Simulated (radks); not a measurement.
The numbers below are computed, except where a source is named.
Dipole-allowed excitations along the series with 28 electrons in [Ar] 3d10. Level of theory: scalar-relativistic Kohn-Sham, LDA (Slater exchange, Perdew-Wang correlation), spin-unpolarised, spherical densities, finite nucleus; Fermi nuclear charge, rms radius of each element as measured or else 0.836 A^(1/3) + 0.57 fm (a radial shooting solver on a logarithmic mesh with Libxc functionals). Time-dependent linear response with the Hartree and adiabatic LDA kernel, continuum included through the Sternheimer equations, no spin-orbit coupling, so fine structure and intercombination lines are absent. Lines are the poles of the dipole polarisability below minus the highest occupied eigenvalue, found on a grid refined at the orbital gaps; the lowest seven at most are given, and weak or close lines can be missed. The first line takes the name of the lowest orbital gap if no other gap lies below it; otherwise a line is named after a gap within 0.6 % of it, if that gap stands alone.

[
 {"species": "Nb13+", "-e(HOMO) (eV)": "460.03", "lowest orbital gap (eV)": "3d-4p 209.82", "first line (eV)": "211.86 (3d-4p)", "f": "0.510", "strongest line (eV)": "307.00 (unassigned)", "its f": "2.88", "static alpha (bohr^3)": "0.07098"},
 {"species": "Mo14+", "-e(HOMO) (eV)": "518.37", "lowest orbital gap (eV)": "3d-4p 235.75", "first line (eV)": "237.93 (3d-4p)", "f": "0.502", "strongest line (eV)": "341.12 (unassigned)", "its f": "3.16", "static alpha (bohr^3)": "0.05939"},
 {"species": "Tc15+", "-e(HOMO) (eV)": "579.81", "lowest orbital gap (eV)": "3d-4p 262.99", "first line (eV)": "265.31 (3d-4p)", "f": "0.494", "strongest line (eV)": "376.59 (unassigned)", "its f": "3.43", "static alpha (bohr^3)": "0.05017"},
 {"species": "Ru16+", "-e(HOMO) (eV)": "644.37", "lowest orbital gap (eV)": "3d-4p 291.54", "first line (eV)": "294.01 (3d-4p)", "f": "0.486", "strongest line (eV)": "413.42 (unassigned)", "its f": "3.69", "static alpha (bohr^3)": "0.04274"},
 {"species": "Rh17+", "-e(HOMO) (eV)": "712.02", "lowest orbital gap (eV)": "3d-4p 321.40", "first line (eV)": "324.02 (3d-4p)", "f": "0.479", "strongest line (eV)": "451.58 (unassigned)", "its f": "3.95", "static alpha (bohr^3)": "0.03668"},
 {"species": "Pd18+", "-e(HOMO) (eV)": "782.76", "lowest orbital gap (eV)": "3d-4p 352.56", "first line (eV)": "355.34 (3d-4p)", "f": "0.472", "strongest line (eV)": "491.08 (unassigned)", "its f": "4.22", "static alpha (bohr^3)": "0.03169"}
]
